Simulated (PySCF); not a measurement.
Radial density of Ni²⁺ (nickel, charge +2)

BP86, [Ar] 3d7 4s1, high-spin 5F determinant (an excited configuration). All numbers are calculated (PySCF 2.14, no relativity, point nucleus, in def2-QZVPPD (11s6p5d4f2g, 100 functions)).

| r (bohr) | 4πr²ρ (e/bohr) | 4πr²(ρα − ρβ) |
| --- | --- | --- |
| 0.000960 | 0.1643 | 0.0001 |
| 0.00162 | 0.4479 | 0.0003 |
| 0.00272 | 1.192 | 0.0007 |
| 0.00457 | 3.038 | 0.0018 |
| 0.00769 | 7.220 | 0.0043 |
| 0.0129 | 15.25 | 0.0088 |
| 0.0217 | 26.47 | 0.0142 |
| 0.0366 | 33.65 | 0.0135 |
| 0.0615 | 29.18 | 0.0060 |
| 0.103 | 28.62 | 0.0513 |
| 0.174 | 38.27 | 0.3208 |
| 0.293 | 22.48 | 1.2934 |
| 0.493 | 17.92 | 3.1366 |
| 0.828 | 16.39 | 2.8122 |
| 1.39 | 3.908 | 1.2413 |
| 2.34 | 0.7698 | 0.6003 |
| 3.94 | 0.06123 | 0.0589 |
| 6.63 | 0.0003651 | 0.0004 |
